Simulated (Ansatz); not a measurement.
Harmonic frequencies (cm⁻¹) at PBE0-D4/def2-TZVP from Ansatz: 47, 190, 313, 353, 364, 443, 548, 580, 655, 716, 776, 997, 1094, 1250, 1432, 1456, 1618, 1772, 3600, 3742, 3854.

Each molecule was computed in one conformer, which needn't be the lowest.

(1) Which molecule is it?
A. `[SiH3]CI`
B. `[SiH2]1[SiH2][Se]1`
C. `BN[SiH2]O`
D. `NC(=O)B(O)F`

Results:

(1) D.
